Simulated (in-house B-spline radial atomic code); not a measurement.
# BLYP excitations of Pb2+

Method: BLYP. Computed with an all-electron radial atomic-structure program (B-spline basis): linear response of the closed shell [Xe] 4f14 5d10 6s2 with the functional's adiabatic kernel; scalar-relativistic (spin-free one-electron X2C), finite nucleus, no spin-orbit coupling, no double excitations, S, P, D and F terms only; shells from n = 4 respond. Only terms of natural parity with L up to 3 were computed.

Spin-orbit coupling is strong here, so these LS terms don't match observed levels.

Command:
```bash
python run_td.py task.json out
```
Settings (radii: box in bohr, nucleus in fm):
```
Z                        82
electrons                80
configuration            [Xe] 4f14 5d10 6s2
hamiltonian              x2c
method                   b88,lyp
box_radius               29.48
rms_radius               5.5012
intervals                72
```

Run time, properties included: 2 s on 1 thread of Intel(R) Xeon(R) 6975P-C (Granite Rapids), with other jobs on the host.

The lowest states, in the order of their Tamm-Dancoff energies; the method's threshold (minus the highest occupied level) is 27.396 eV. Labels give the largest channel, * marks a mixed state, and oscillator strengths are full-response dipole values. Semilocal kernels can invert the small singlet-triplet splittings of Rydberg terms. Energies in eV:

```tsv
state	full response	Tamm-Dancoff	oscillator strength
6s → 6p 3P	?	?	-
6s → 6p 1P	11.636	12.013	1.43
6s → 7s 3S	18.062	18.064	-
6s → 7s 1S	18.450	18.476	-
6s → 6d 3D	19.000	19.006	-
6s → 6d 1D	19.262	19.268	-
5d → 6p 3P	19.802	19.828	-
5d → 6p 3F	19.867	19.888	-
5d → 6p 1F	20.315	20.317	-
6s → 7p 1P*	20.664	20.677	0.257
6s → 7p 3P	20.721	20.723	-
5d → 6p 1P*	21.456	21.659	0.852
6s → 5f 3F	?	?	-
6s → 5f 1F	22.719	22.721	-
6s → 8s 3S	22.894	22.895	-
6s → 8s 1S	23.007	23.013	-
```

Q: Where does 6s → 6p 3P lie?

A: At 9.297 eV in full response, 9.349 eV in Tamm-Dancoff.

Q: Where does 6s → 5f 3F lie?

A: At 22.649 eV in full response, 22.655 eV in Tamm-Dancoff.

Q: How large is the singlet-triplet splitting of 6s → 6p (P terms) in Tamm-Dancoff?

A: 2.66 eV, from the unrounded values.

Q: What polarisabilities and dispersion coefficient does the method give?

A: Dipole 13.2 bohr³, quadrupole 46.56 bohr⁵, C6 91.94 hartree·bohr⁶ for two such species.
